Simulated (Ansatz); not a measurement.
Consider the redistribution: `C=C[SiH2]O[SiH](F)F` + `[GeH3][S][GeH3]` → `C=C[SiH2][S][GeH3]` + `F[SiH](F)[O][GeH3]`.

Calculated with Ansatz (gas phase, PBE0-D4/def2-TZVP geometries, no zero-point term in ΔE). CCSD(T)/CBS is the MP2 limit (def2-TZVPP, def2-QZVPP) plus CCSD(T) − MP2 in def2-TZVPP, frozen cores. Functionals use def2-TZVPP. B3LYP here is the variant with VWN-RPA as its local correlation; programs differ in this. For Ge outer-core shells are correlated without core-valence functions, which leaves a few kJ/mol of doubt a bond. Scalar relativity is left out up to krypton. One conformer a species, not always the lowest.

CCSD(T)/CBS gives +52.3 kJ/mol.

Problem. Another level gave +58.4 kJ/mol. Which?
A. r2SCAN-D4/def2-TZVPP
B. B3LYP/def2-TZVPP
C. PBE-D4/def2-TZVPP
D. HF/def2-TZVPP

Solution. B. B3LYP 58.4, r2SCAN-D4 53.0, PBE-D4 47.1, HF/def2-TZVPP 62.8 kJ/mol.

Largest T1 diagnostic among the species: 0.012.

In def2-TZVPP, CCSD(T) changes the Hartree–Fock value by −12.4 kJ/mol (the triples alone add −2.8 kJ/mol) and MP2 by −14.8 kJ/mol. The D4 term adds −4.1 kJ/mol with B3LYP and −2.1 kJ/mol with PBE0; it sums over pairs of atoms, weighted by their polarisabilities, and B3LYP, whose exchange is more repulsive, gets the larger term.
